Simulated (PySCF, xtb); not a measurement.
CH4OTe, SMILES CO[TeH].

GFN2-xTB (xtb) at its own geometry gives an orbital gap of 3.78 eV and a dipole moment of 1.68 D.

The structure is a stationary point at PBE-D3(BJ)/def2-SVP. The def2 effective core potentials stand for the cores of Te; spin–orbit coupling is left out.

What does r2SCAN/def2-TZVPD in PySCF give? (Estimate from the structure and the level; the computed values follow.)

gap 2.83 eV (levels -5.62 and -2.79 eV), dipole 1.21 D.
